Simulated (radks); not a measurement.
Species: neutral bismuth. Configuration: [Hg] 6p3.

Method: scalar-relativistic Kohn-Sham, MS2 meta-GGA, spin-unpolarised, spherical densities, finite nucleus; meta-GGA in the generalised Kohn-Sham scheme; Fermi nuclear charge, rms radius 5.5211 fm; computed with a radial shooting solver on a logarithmic mesh with Libxc functionals.

Energy parts (hartree):
part                       energy
total                 -21523.7509
kinetic                24396.9234
electron-nucleus      -53788.8552
Hartree                 8261.2958
exchange-correlation    -393.1149

Orbitals (lengths in bohr, moments of r in powers of bohr; <r^-3> diverges for s and p1/2; r(max) is where P^2 peaks):
\begin{tabular}{lrrrrrr}
orbital & occ. & eigenvalue (hartree) & <r^-3> & r(max) & <r^2> & <r> \\ \hline
1s & 2 & -3332.319 & - & 0.009656 & 0.0003462 & 0.01579 \\
2s & 2 & -599.1480 & - & 0.05616 & 0.005240 & 0.06645 \\
2p & 6 & -512.4362 & 31020 & 0.04692 & 0.004485 & 0.06054 \\
3s & 2 & -144.8280 & - & 0.1583 & 0.03364 & 0.1715 \\
3p & 6 & -119.9838 & 7229 & 0.1587 & 0.03499 & 0.1737 \\
3d & 10 & -95.02763 & 870.4 & 0.1295 & 0.02903 & 0.1575 \\
4s & 2 & -33.36966 & - & 0.3559 & 0.1601 & 0.3768 \\
4p & 6 & -25.21211 & 1786 & 0.3757 & 0.1836 & 0.4022 \\
4d & 10 & -15.86995 & 191.2 & 0.3814 & 0.2056 & 0.4223 \\
4f & 14 & -5.61660 & 39.32 & 0.3423 & 0.2323 & 0.4411 \\
5s & 2 & -5.81992 & - & 0.7712 & 0.7764 & 0.8330 \\
5p & 6 & -3.54921 & 336.5 & 0.8609 & 1.013 & 0.9486 \\
5d & 10 & -1.00344 & 24.10 & 1.030 & 1.761 & 1.233 \\
6s & 2 & -0.52850 & - & 1.877 & 5.399 & 2.183 \\
6p & 3 & -0.16822 & 25.00 & 2.462 & 10.81 & 3.055 \\
\end{tabular}

The highest occupied level is 6p at -4.578 eV. Summed over all electrons, <r^2> = 75.81 bohr^2, which gives a Langevin (diamagnetic) susceptibility term of -60 x 10^-6 cm^3/mol. The density falls to 0.001 e/bohr^3 at r = 4.78 bohr. The electron density at the nucleus is 3.212e+06 e/bohr^3 (large components only). For comparison, the ionisation energy in NIST's Atomic Spectra Database is 7.286 eV (measured). In exact Kohn-Sham theory the highest level is minus the ionisation energy, but local and semilocal functionals leave it too shallow, through self-interaction and a potential that decays too fast; potentials with the right tail come closer.

Beside tabulated values, note that spin-unpolarised runs miss the spin-polarisation part of the exchange energy of open shells, and scalar-relativistic runs lack spin-orbit coupling.
